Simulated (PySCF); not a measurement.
H$_{3}$HfO$_{3}$, charge +1, singlet, at the geometry of the source list (the multiplicity is a formal guess) (core potentials on Hf). Base run: PySCF with PBE0/def2-SVP.

Input for PySCF:
```python
from pyscf import gto, scf, dft

mol = gto.M(
    atom='''
Hf    0.06950000   -0.09380000    0.10170000
O     1.58570000   -0.12080000   -0.95190000
H     2.48530000   -0.43640000   -1.10610000
O    -0.39430000   -0.92940000    1.68410000
H    -1.19450000   -0.91180000    2.22730000
O    -1.28610000    0.98250000   -0.57020000
H    -1.26560000    1.50980000   -1.38500000
''',
    basis='def2-svp',
    ecp={'Hf': 'def2-svp'},
    charge=1,
    verbose=5,
)

mf = dft.RKS(mol)
mf.xc = 'pbe0'
mf.kernel()
mf.analyze()
```

Variants of this job, named by their change:

| change | ΔE vs base (mEh) | fitting functions | outcome |
|---|---|---|---|
| base | 0.000 | - | converged |
| only_dfj = on; auxbasis = def2-universal-jfit | -0.235 | 269 | converged |
| auxbasis = even-tempered beta=2.0 | -0.134 | 671 | converged |
| auxbasis = even-tempered beta=1.6 | 0.005 | 992 | converged |
| exchange = seminumerical (SGX) (with mf = sgx.sgx_fit(mf, auxbasis='def2-universal-jfit'); with mf.with_df.dfj = True) | -0.223 | 269 | converged |
| auxbasis = cc-pvqz-jkfit | - | - | input refused |
| auxbasis = default (with mf = mf.density_fit()) | 0.000 | 512 | converged |
| auxbasis = def2-tzvp-ri | - | - | input refused |
| auxbasis = cc-pvtz-jkfit | - | - | input refused |
| auxbasis = def2-universal-jkfit | 0.000 | 512 | converged |

A fitting set is made for a task (jfit for Coulomb, jkfit for Coulomb and exchange, ri for correlation) and for a family of orbital bases.

- auxbasis = cc-pvqz-jkfit: ended with `pyscf.lib.exceptions.BasisNotFoundError: Basis set not found for Hf in cc-pvqz-jkfit`
- auxbasis = def2-tzvp-ri: ended with `pyscf.lib.exceptions.BasisNotFoundError: Basis set not found for Hf in def2-tzvp-ri`
- auxbasis = cc-pvtz-jkfit: ended with `pyscf.lib.exceptions.BasisNotFoundError: Basis set not found for Hf in cc-pvtz-jkfit`
